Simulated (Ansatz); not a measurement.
`CC(=N)[SiH3]` → `N=CC[SiH3]`  (isomerisation)

Isolated molecules relaxed with PBE0-D4/def2-TZVP in Ansatz; ΔE leaves out vibrations. CCSD(T)/CBS adds triple-zeta CCSD(T) − MP2 to the extrapolated MP2 energy (def2 sets, frozen cores). DFT in def2-TZVPP. B3LYP here is the variant with VWN-RPA as its local correlation; programs differ in this. One conformer a species, not always the lowest.

```
             level  ΔE (kJ/mol)
         revPBE-D4         -5.5
          B3LYP-D4         -6.2
        r2SCANh-D4         -8.7
      CAM-B3LYP-D4         -7.2
            B2PLYP         -7.6
          PBE-QIDH         -9.9
  CCSD(T)/def2-SVP         -5.7
SCS-MP2/def2-QZVPP         -8.3
```

Problem. What does CCSD(T)/CBS give? (Estimate.)

Solution. The calculation gave: -7.4 kJ/mol. The listed levels differ from it by 1.9, 1.2, -1.3, 0.2, -0.2, -2.5, 1.7, -0.9 kJ/mol.

Largest T1 diagnostic among the species: 0.012.

Leaving LDA and LC-ωPBE aside and taking each functional with its dispersion term where it has one, the values, not all of them listed here, spread over 5.9 kJ/mol, from PBE-QIDH to BLYP-D4. From BLYP to BHLYP (50 % exact exchange), in def2-TZVPP and without D4, ΔE moves by −4.0 kJ/mol.
